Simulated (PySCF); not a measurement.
A structure optimised at PBE-D3(BJ)/def2-TZVPD, used in a PySCF frequency run:

```
O
H 1 0.9904
O 1 1.3349 2 105.27
```
Charge 0, spin multiplicity 2.

Problem. Write its SMILES, formula and point group.

Solution. [O]O, HO₂, Cs

Problem. What are its rotational constants (standard atomic weights)?

Solution. 602.03, 33.357, 31.606 GHz
